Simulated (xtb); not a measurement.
F3H2HfN, SMILES [F][Hf]([NH2])([F])[F], multiplicity 1. All values are semi-empirical tight-binding results from xtb (GFN2-xTB unless named), good for trends rather than for accurate numbers. Coordinates come from a GFN2-xTB optimisation. The multiplicity is an assumed one; no other spin state was optimised. The structure was generated by enumeration; whether it is a known compound was not checked. Other conformers were not sampled.

For metal compounds this method's bond lengths and energies can be far off.

```json
{
 "orbital_gap": "3.63 eV",
 "zero_point_energy": "16.3 kcal/mol",
 "G − E(el) at 298.15 K (modified RRHO)": "-5.9 kcal/mol"
}
```
